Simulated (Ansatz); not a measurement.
Calculated with Ansatz (gas phase, PBE0-D4/def2-TZVP geometries, no zero-point term in ΔE). CCSD(T)/CBS adds triple-zeta CCSD(T) − MP2 to the extrapolated MP2 energy (def2 sets, frozen cores). DFT in def2-TZVPP. One conformer a species, not always the lowest.

`[SiH3][SiH]1NCS1` → `N=C([SiH3])S[SiH3]`  (isomerisation)

```csv
level,ΔE (kcal/mol)
B2PLYP,17.9
PBE0,23.9
MP2/def2-TZVPP,20.3
SCS-MP2/def2-TZVPP,18.6
CCSD(T)/def2-TZVPP,18.8
HF/def2-QZVPP,19.2
MP2/CBS(def2),21.6
CCSD/CBS(def2),21.4
```

What does CCSD(T)/CBS give? (An estimate is asked.)

The calculation gave: +20.1 kcal/mol. The listed levels differ from it by -2.2, 3.8, 0.2, -1.5, -1.3, -0.9, 1.5, 1.3 kcal/mol.

Largest T1 diagnostic among the species: 0.014.

From PBE to PBE0 (25 % exact exchange), in def2-TZVPP and without D4, ΔE moves by +4.2 kcal/mol.
